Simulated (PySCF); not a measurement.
Compound: C3H7FSSi.
InChI=1S/C3H7FSSi/c1-3(5-2)6-4/h1,6H2,2H3

Torsions of this conformer, `[CH2:1]=[C:2]([SiH2:3][F:4])[S:5][CH3:6]`: C1–C2–Si3–F4 1°, C1–C2–S5–C6 -1°.

The closed-shell ground state was solved at several levels (PySCF, density fitting, gas phase, non-relativistic). The structure is a single PBE0-D3(BJ)/def2-SVP conformer in the gas phase; no vibrational or solvent corrections.

```json
{"level": "KT3/pcSseg-1", "basis functions": "151", "total energy (Eh)": "-914.2707", "HOMO (eV)": "-5.48", "LUMO (eV)": "-1.28", "gap (eV)": "4.20", "dipole (D)": "2.18"}
{"level": "CAM-B3LYP/pcSseg-1", "basis functions": "151", "total energy (Eh)": "-905.9698", "HOMO (eV)": "-7.76", "LUMO (eV)": "0.75", "gap (eV)": "8.51", "dipole (D)": "2.19"}
{"level": "PBE0/STO-3G", "basis functions": "45", "total energy (Eh)": "-894.9685", "HOMO (eV)": "-3.42", "LUMO (eV)": "3.88", "gap (eV)": "7.30", "dipole (D)": "1.07"}
{"level": "LDA/def2-SVPD", "basis functions": "190", "total energy (Eh)": "-901.4649", "HOMO (eV)": "-5.62", "LUMO (eV)": "-1.65", "gap (eV)": "3.97", "dipole (D)": "2.38"}
{"level": "BP86/pcSseg-1", "basis functions": "151", "total energy (Eh)": "-906.1158", "HOMO (eV)": "-5.55", "LUMO (eV)": "-1.43", "gap (eV)": "4.12", "dipole (D)": "2.24"}
{"level": "wB97X-D/def2-SVPD", "basis functions": "190", "total energy (Eh)": "-905.6549", "HOMO (eV)": "-8.33", "LUMO (eV)": "1.21", "gap (eV)": "9.54", "dipole (D)": "2.29"}
{"level": "PBE0/def2-SVP", "basis functions": "127", "total energy (Eh)": "-905.2066", "HOMO (eV)": "-6.41", "LUMO (eV)": "-0.28", "gap (eV)": "6.13", "dipole (D)": "2.20"}
{"level": "PBE0/cc-pVTZ", "basis functions": "286", "total energy (Eh)": "-905.7013", "HOMO (eV)": "-6.49", "LUMO (eV)": "-0.44", "gap (eV)": "6.05", "dipole (D)": "2.23"}
```

Question: Estimate the row for PBE0/cc-pVDZ, a basis of 127 functions; the other rows only guide the guess.

Answer: Total energy -905.5909 Eh, HOMO -6.39 eV, LUMO -0.22 eV, gap 6.17 eV, dipole 2.21 D.

Question: Over all these levels, which gives the widest orbital gap and which the narrowest?

Answer: wB97X-D/def2-SVPD (range-separated hybrid) has the widest, 9.54 eV, and LDA/def2-SVPD (LDA) the narrowest, 3.97 eV. The two share the basis. From the narrowest to the widest the HOMO moves by -2.71 eV and the LUMO by +2.86 eV.

Question: How much does the basis alone move the frontier levels among the 4 PBE0 rows (the withheld one included)?

Answer: The HOMO by 3.07 eV and the LUMO by 4.32 eV. By rising basis size (HOMO, LUMO in eV): STO-3G -3.42, 3.88; def2-SVP -6.41, -0.28; cc-pVDZ -6.39, -0.22; cc-pVTZ -6.49, -0.44.

Question: How far do the dipole and the HOMO energy spread over the levels?

Answer: The dipole runs from 1.07 to 2.38 D (mean 2.11 D) and the HOMO from -8.33 to -3.42 eV.

Note: wB97X-D ran without an empirical dispersion term, which enters the total energy and its gradient alone.
